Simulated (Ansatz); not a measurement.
CH4SiTe (`C1[SiH2][Te]1`), relaxed with RKS PBE0-D4/def2-TZVP in Ansatz 0.2.0 from a PBE-D4/def2-SVP geometry. The force threshold is 0.005 eV/Å; the program also tests the step.

Charge 0, multiplicity 1. Te: def2 effective core potential.

Start:

```xyz
7

C    -0.070    0.292    0.897
Si    0.005   -0.080   -0.929
Te    0.588   -1.872    0.670
H    -1.049    0.365    1.402
H     0.720    0.904    1.366
H     1.097    0.564   -1.728
H    -1.290   -0.173   -1.679
```

**Question.** How much energy does the relaxation release, and in how many steps? (Estimate.)

**Answer.** Ansatz gave: 1.02 kcal/mol, in 5 steps.

**Question.** Which bonds change most? (Best estimate.)

**Answer.** The calculation gave: C1–Te3 from 2.273 to 2.226 Å; Si2–Te3 from 2.472 to 2.433 Å; C1–Si2 from 1.866 to 1.840 Å; Si2–H7 from 1.499 to 1.480 Å.

**Question.** Give the relaxed structure. (An estimate is asked.)

**Answer.** Ansatz gave: 
```xyz
7

C    -0.069    0.286    0.886
Si    0.004   -0.077   -0.917
Te    0.576   -1.834    0.665
H    -1.030    0.354    1.383
H     0.707    0.887    1.347
H     1.085    0.554   -1.707
H    -1.274   -0.169   -1.657
```
